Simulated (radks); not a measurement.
The numbers below are computed, except where a source is named.
Dipole-allowed excitations along the series with 28 electrons in [Ar] 3d10. Code: a radial shooting solver on a logarithmic mesh with Libxc functionals. Model: non-relativistic Kohn-Sham, LB94 model potential, spin-unpolarised, spherical densities, point nucleus. Time-dependent linear response with the Hartree and adiabatic LDA kernel, continuum included through the Sternheimer equations. Lines are the poles of the dipole polarisability below minus the highest occupied eigenvalue, found on a grid refined at the orbital gaps; the lowest seven at most are given, and weak or close lines can be missed. The first line takes the name of the lowest orbital gap if no other gap lies below it; otherwise a line is named after a gap within 0.6 % of it, if that gap stands alone.

species  -e(HOMO) (eV)  lowest orbital gap (eV)  first line (eV)      f  strongest line (eV)  its f  static alpha (bohr^3)
Zr12+           425.57             3d-4p 188.12   190.15 (3d-4p)  0.529  277.15 (unassigned)   2.91                0.08619
Nb13+           481.67             3d-4p 212.86   214.90 (3d-4p)  0.494  309.50 (unassigned)   3.19                0.07149
Mo14+           540.88             3d-4p 238.96   241.11 (3d-4p)  0.486  343.22 (unassigned)   3.45                0.05993
Tc15+           603.20             3d-4p 266.42   268.69 (3d-4p)  0.476  378.29 (unassigned)   3.72                0.05072
Ru16+           668.60             3d-4p 295.24   297.63 (3d-4p)  0.466  414.71 (unassigned)   3.98                0.04328
Rh17+           737.08             3d-4p 325.40   327.92 (3d-4p)  0.457  452.46 (unassigned)   4.26                0.03720
